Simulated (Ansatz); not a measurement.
```yaml
crystal:
  periodic: [false, false, false]
  atoms:
    - {symbol: C, position_ang: [-1.123476, 0.919594, -0.997309]}
    - {symbol: B, position_ang: [0.018350, -0.393903, -0.401821]}
    - {symbol: C, position_ang: [1.429079, 0.108491, -0.065572]}
    - {symbol: Se, position_ang: [-1.288596, -1.354262, 0.956111]}
    - {symbol: H, position_ang: [-1.960064, 0.470110, -1.165918]}
    - {symbol: H, position_ang: [-0.902964, 2.012635, 0.015829]}
    - {symbol: H, position_ang: [-0.459573, 1.660135, -1.718756]}
    - {symbol: H, position_ang: [0.124703, -1.205537, -1.450328]}
    - {symbol: H, position_ang: [1.681344, 0.907799, 1.104145]}
    - {symbol: H, position_ang: [1.940285, -0.850217, 0.464506]}
    - {symbol: H, position_ang: [1.828742, 0.008129, -0.536464]}
    - {symbol: H, position_ang: [0.153095, -2.186883, 1.413810]}
    - {symbol: H, position_ang: [-0.599560, -0.126495, 2.089894]}
basis:
  gaussian: {orbitals: pcseg-2, nuclear_model: gaussian}
hamiltonian: {xc: {name: HF}}
correlation: {method: mp2, frozen_orbitals: {C: 9}}
accuracy: high
output: {forces: true}
```

```sh
$ ansatz run in.yaml --threads 4 --pin off --events-out ev --progress --plain --max-ram 10444MiB
```

Shortened log:

```
Functional definition: HF
Error: "frozen_orbitals" has no count for B
```

(1) What is wrong with this run?

Results:

(1) Frozen orbitals are typed for one element alone, and the program wants a count for each. The input was rejected before any iteration.
